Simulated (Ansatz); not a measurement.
A nudged elastic band was laid between two geometries of GeH4 + HO (7 atoms, charge 0, multiplicity 2).

These are results of Ansatz 0.2.0, UHF/def2-SVP, not measurements.

| Quantity | Value |
| --- | --- |
| movable images | 9 |
| climbing image | yes |
| spring | 5.0 eV/Å² |
| optimiser | quadratic models (default) |
| start path | through a guess of the saddle point |
| force threshold | 0.05 eV/Å |
| iteration limit | 60 |
| end points | relaxed |

Image 0:

```xyz
7
Properties=species:S:1:pos:R:3
Ge 0.012 0.020 -0.267
H 0.015 0.026 1.267
H 1.457 0.013 -0.779
H -0.714 1.267 -0.782
H -0.713 -1.237 -0.765
O -0.077 -0.121 4.352
H -0.492 -0.769 3.783
```

Image 10:

```xyz
7
Properties=species:S:1:pos:R:3
Ge 0.008 0.014 -0.656
H 0.132 0.245 3.091
H 1.455 -0.018 -1.159
H -0.740 1.247 -1.173
H -0.735 -1.280 -1.007
O -0.054 -0.121 3.943
H -0.579 -0.888 3.770
```

**Question.** Which bonds break or form, and what moves?

**Answer.** Bonds broken: Ge1–H2. Bonds formed: H2–O6. GeH4 + HO becomes GeH3 + H2O.

**Question.** Give the energies along the band, and the barrier.

**Answer.** The run converged. The highest image is number 4 of 0 to 10, 19.1 kcal/mol above the first end and 35.2 kcal/mol above the last; the last end lies 16.2 kcal/mol below the first. Neighbouring images differ by up to 1.2 eV, so the band resolves the path poorly. A vibrational analysis at the climbing image gives one clearly imaginary mode, 2361i cm⁻¹: a first-order saddle point.

```tsv
image	path coordinate (Å)	energy (kcal/mol)	Ge1–H2 (Å)	H2–O6 (Å)
0	0.00	0.0	1.53	3.09
1	0.49	0.2	1.53	2.91
2	0.97	1.3	1.53	2.43
3	1.46	5.0	1.52	1.94
4	1.95	19.1	1.69	1.31
5	2.39	-8.8	2.26	0.95
6	2.84	-13.6	2.63	0.94
7	3.29	-15.5	3.00	0.94
8	3.74	-16.1	3.40	0.95
9	4.19	-16.2	3.72	0.95
10	4.64	-16.2	3.76	0.95
```

**Question.** What is the geometry of the highest image?

**Answer.** 
```xyz
7
Properties=species:S:1:pos:R:3
Ge -0.005 0.010 0.077
H 0.014 0.112 1.767
H 1.440 -0.049 -0.429
H -0.728 1.237 -0.486
H -0.753 -1.271 -0.320
O -0.043 0.013 3.074
H -0.438 -0.853 3.125
```

The band took 15 iterations and about 4 core-minutes.

Run time: 3.9 min on 1 thread of AMD EPYC 7R43 64-Core Processor (Zen 3), with other jobs on the host, peak memory 0.2 GiB.
